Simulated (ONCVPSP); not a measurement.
# Logarithmic derivatives: Mo (Z = 42), ONCV

```json
{
  "Element": "molybdenum (Mo)",
  "Generator": "ONCVPSP 4.0.1",
  "Type": "optimised norm-conserving Vanderbilt (ONCV)",
  "Functional": "PBE",
  "Relativity": "scalar-relativistic",
  "Frozen core": "[Kr]",
  "Valence charge": "6",
  "Reference configuration": "4d5 5s1",
  "Partial waves": "5s: rc 3.15 bohr, ncon 4, nbas 7, qcut 2 1/bohr, 3 projectors, debl 2.1 Ha; p scattering state at 0.42 Ha: rc 2.45 bohr, ncon 4, nbas 8, qcut 3.2 1/bohr, 1 projector; 4d: rc 1.90 bohr, ncon 4, nbas 8, qcut 9.5 1/bohr, local",
  "Local potential": "the d channel",
  "Core correction": "polynomial model core, fcfact 0.5"
}
```

The phase is arctan(r·R′/R) of the radial function R(r), unwrapped; energies in Ha, scanned from -2 to 5 Ha. A pole is an energy at which the radial function vanishes at the test radius. The pseudo phase is shifted by a multiple of π to meet the all-electron one at the reference energy, and phase errors are pseudo minus all-electron; the curves can meet again beyond the range given. Levels narrower than the energy grid can be missing from the lists of poles.

```json
{"channel": "s", "radius (bohr)": "3.20", "reference energy (Ha)": "-0.15", "poles, all-electron": "0.51, 3.41", "poles, pseudo": "0.51, 3.41", "unbroken range about the reference energy with phases within 0.05 rad": "the whole range", "phase error 1 Ha above the reference energy (rad)": "-0.001"}
{"channel": "p", "radius (bohr)": "2.49", "reference energy (Ha)": "0.42", "poles, all-electron": "-1.34, 2.33", "poles, pseudo": "-0.53, 1.97", "unbroken range about the reference energy with phases within 0.05 rad": "-0.3 to 2.0", "phase error 1 Ha above the reference energy (rad)": "-0.025"}
{"channel": "d", "radius (bohr)": "1.93", "reference energy (Ha)": "-0.14", "poles, all-electron": "0.79", "poles, pseudo": "0.79", "unbroken range about the reference energy with phases within 0.05 rad": "below 2.7", "phase error 1 Ha above the reference energy (rad)": "-0.001"}
```

Note: ghosts flagged at negative energy: p at -15.2 eV; GHOST(+) flagged for s at 32.9 eV. A true bound ghost makes a file unfit for plane-wave use.

Phases in the d channel:

```tsv
E (Ha)	all-electron	pseudo
-1.98	1.167	1.167
-1.62	1.084	1.083
-1.26	0.934	0.933
-0.90	0.604	0.602
-0.54	-0.194	-0.195
-0.18	-0.995	-0.995
0.18	-1.333	-1.333
0.54	-1.496	-1.496
0.90	-1.599	-1.600
1.26	-1.683	-1.685
1.62	-1.769	-1.773
1.98	-1.878	-1.885
2.34	-2.050	-2.067
2.70	-2.399	-2.447
3.06	-3.156	-3.254
3.42	-3.902	-3.961
3.78	-4.239	-4.268
4.14	-4.399	-4.416
4.50	-4.490	-4.502
4.86	-4.549	-4.559
```
